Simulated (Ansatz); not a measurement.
The cluster In₄Sb₃⁺, relaxed as a triplet with UKS PBE-D4/def2-SVP in Ansatz, starting from the PBE-D4/def2-SVP geometry of the charge +1 singlet. Force threshold 0.03 eV/Å.

In the def2 sets In, Sb take a core potential; there is no spin–orbit coupling. The relaxation made no stability test and no search for a lower SCF solution. At PBE-D4/def2-SVP a singlet of charge 1 lies 0.94 eV below the triplet, each at its own geometry. The structure comes from a short search, and lower isomers may exist.

Start:

```
atom    x (Å)    y (Å)    z (Å)
 In1   1.1648  -1.2127  -1.4535
 In2   3.0408   0.8709   0.1186
 In3  -2.6381   2.1392   0.8013
 In4   0.2071  -2.9758   1.0576
 Sb5  -0.0721   1.5709  -1.2295
 Sb6  -1.7445  -0.6985  -0.6750
 Sb7   0.0421   0.3060   1.3806
```

Q: Estimate the energy that the relaxation releases and the steps that it takes.

A: 66.0 kJ/mol, in 31 steps; 3.7 min on 4 threads of Arm Neoverse V1 on a shared host. The force fell under the threshold at step 11, but the optimiser went on and released 0.133 eV more. No frequencies were taken in this run, so the end may be a saddle point.

Q: Does the start keep its bonding and symmetry?

A: Bonds lost: In1–Sb6 (atoms count from 1). Metal–metal contacts that move far: In1–In2 3.21 to 3.73 Å. Point group Cs at the start, Cs at the end, both within 0.05 Å.

Q: Predict the relaxed structure.

A: 
```
atom   x (Å)   y (Å)   z (Å)
 In1   2.261  -1.469  -0.502
 In2   2.162   2.200   0.158
 In3  -1.409   2.810   0.644
 In4  -0.488  -3.088  -0.500
 Sb5  -0.236   0.341  -1.438
 Sb6  -2.370  -0.618   0.151
 Sb7   0.081  -0.176   1.487
```
Bond lengths (bridged metal pairs left out): 3 × In–Sb 3.17 to 3.22 Å; 3 × Sb–Sb 2.83 to 2.99 Å; 1 × In–In 3.19 Å.
